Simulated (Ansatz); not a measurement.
Basis-set extrapolation for C$_{3}$H$_{6}$B$_{2}$, SMILES `CBC1=CB1` (PBE0-D4/def2-TZVP geometry, frozen core, the Gaussian-basis code of Ansatz). Multiplicity 1, RHF reference.

```json
{"": "HF", "def2-TZVPP": "-166.478168", "def2-QZVPP": "-166.485613"}
{"": "MP2 correlation", "def2-TZVPP": "-0.668859", "def2-QZVPP": "-0.711652"}
{"": "CCSD(T) correlation", "def2-TZVPP": "-0.743261", "def2-QZVPP": "not run"}
```

Energies in hartree. Use E(X) = E(∞) + A·exp(−7.88·√X) for Hartree–Fock and E(X) = E(∞) + B·X^(−2.97) for correlation, with X = 3 and 4, and add CCSD(T) minus MP2 of the smaller set to the MP2 limit.

What is the CCSD(T) energy at the basis-set limit?

HF limit: -166.485613 + (-0.007445) × 0.13774 = -166.48664. MP2 limit: -0.711652 + (-0.042793) × 0.74074 = -0.74335. Higher-order term: -0.743261 − (-0.668859) = -0.07440. Total: -167.30439 hartree, 2.26 eV below CCSD(T)/def2-TZVPP.
